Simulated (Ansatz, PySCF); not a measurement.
Gas-phase reaction (SMILES): CO[Si](F)(OC)OC [fluoro(trimethoxy)silane] + N (NH3) → CO[Si](N)(OC)OC + F (HF); ammonia cleaves one Si-F bond, a model of a ligand-exchange step.

Structures are relaxed separately at B3LYP-D3(BJ)/def2-TZVP in Ansatz (a quantum-chemistry and plane-wave program), one conformer each, not searched for the lowest. Cores are frozen in the correlated levels unless marked. No spin-orbit coupling. No relativistic terms. CBS marks a two-point X^-3 extrapolation of the correlation energy; Hartree-Fock from the larger set. The bracket is a focal-point correction in the basis named. Thermal terms are rigid-rotor harmonic-oscillator values from B3LYP-D3(BJ) frequencies (Ansatz or PySCF) at 298.15 K and 1 atm. 1 Eh = 627.5095 kcal/mol.

```tsv
species	E, RI-MP2/CBS(cc-pV(T+d)Z,cc-pV(Q+d)Z)+[CCSD(T)-MP2]/cc-pV(T+d)Z (Ansatz) (Eh)	E, B3LYP-D3(BJ)/def2-TZVPD (Ansatz + dftd3) (Eh)	H - E (Eh)
CO[Si](F)(OC)OC	-734.14983	-735.18956	0.14425
N (NH3)	-56.50668	-56.58902	0.03799
CO[Si](N)(OC)OC	-690.23005	-691.24975	0.16809
F (HF)	-100.39237	-100.49389	0.01259
```

### Question
Work out ΔE and ΔH at 298.15 K at the first level, then ΔH at the second.

### Answer

1. ΔE = [(-690.23005) + (-100.39237)] - [(-734.14983) + (-56.50668)] = 0.03409 Eh = 21.4 kcal/mol at RI-MP2/CBS(cc-pV(T+d)Z,cc-pV(Q+d)Z)+[CCSD(T)-MP2]/cc-pV(T+d)Z.
2. The terms H - E add up to -0.00156 Eh, so ΔH = (0.03409 + (-0.00156))×627.5095 = 20.4 kcal/mol.
3. At B3LYP-D3(BJ)/def2-TZVPD the same steps give ΔE = 21.9 and ΔH = 20.9 kcal/mol, a shift of +0.5 from the first level.
4. These values are not checked against measurement here, since the tables used lack a sound gas-phase enthalpy of formation for at least one species.
